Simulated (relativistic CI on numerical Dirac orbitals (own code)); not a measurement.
## d6 in a ligand field

Computed with a parametric ligand-field model of a d^n configuration (Racah B and C, spin-orbit zeta, crystal field), exact diagonalisation.

Field parameters in Wybourne normalisation: Oh B⁴₀ = 21Dq, B⁴₄ = √(5/14) B⁴₀. The field is a parameter set, without covalency.

**Question.** Ground term and bands for B = 930, C = 4350, ζ = 0 cm⁻¹, Oh, 10Dq = 32550 cm⁻¹?

**Answer.** Ground term 1A1 with 0.04 electrons in the two orbitals of the cubic e set. Spin-allowed: 1T1 29676 cm⁻¹ (337 nm), 1T2 42051 cm⁻¹ (238 nm), 1T2 61078 cm⁻¹ (164 nm), 1E 61736 cm⁻¹ (162 nm). Lowest spin-forbidden: 3T1 20415 cm⁻¹ (490 nm), 3T2 26512 cm⁻¹ (377 nm), 5T2 27902 cm⁻¹ (358 nm).

**Question.** Ground term and bands for B = 930, C = 4350, ζ = 0 cm⁻¹, Oh, 10Dq = 2790 cm⁻¹?

**Answer.** Ground term 5T2 with 2.00 electrons in the two orbitals of the cubic e set. Spin-allowed: 5E 2790 cm⁻¹. Lowest spin-forbidden: 3T1 19938 cm⁻¹ (502 nm), 3T2 20986 cm⁻¹ (477 nm), 3T1 22153 cm⁻¹ (451 nm).

**Question.** Ground term and bands for B = 930, C = 4350, ζ = 0 cm⁻¹, Oh, 10Dq = 10230 cm⁻¹?

**Answer.** Ground term 5T2 with 2.00 electrons in the two orbitals of the cubic e set. Spin-allowed: 5E 10230 cm⁻¹ (978 nm). Lowest spin-forbidden: 3T1 13729 cm⁻¹ (728 nm), 1A1 15095 cm⁻¹ (662 nm), 3T2 17493 cm⁻¹ (572 nm).

**Question.** Ground term and bands for B = 930, C = 4350, ζ = 0 cm⁻¹, Oh, 10Dq = 15810 cm⁻¹?

**Answer.** Ground term 5T2 with 2.00 electrons in the two orbitals of the cubic e set. Spin-allowed: 5E 15810 cm⁻¹ (633 nm). Lowest spin-forbidden: 1A1 4559 cm⁻¹ (2194 nm), 3T1 8574 cm⁻¹ (1166 nm), 3T2 13362 cm⁻¹ (748 nm).

**Question.** Ground term and bands for B = 930, C = 4350, ζ = 0 cm⁻¹, Oh, 10Dq = 23250 cm⁻¹?

**Answer.** Ground term 1A1 with 0.06 electrons in the two orbitals of the cubic e set. Spin-allowed: 1T1 20645 cm⁻¹ (484 nm), 1T2 31949 cm⁻¹ (313 nm), 1T2 43246 cm⁻¹ (231 nm), 1E 43575 cm⁻¹ (229 nm). Lowest spin-forbidden: 5T2 9767 cm⁻¹ (1024 nm), 3T1 11273 cm⁻¹ (887 nm), 3T2 16835 cm⁻¹ (594 nm).
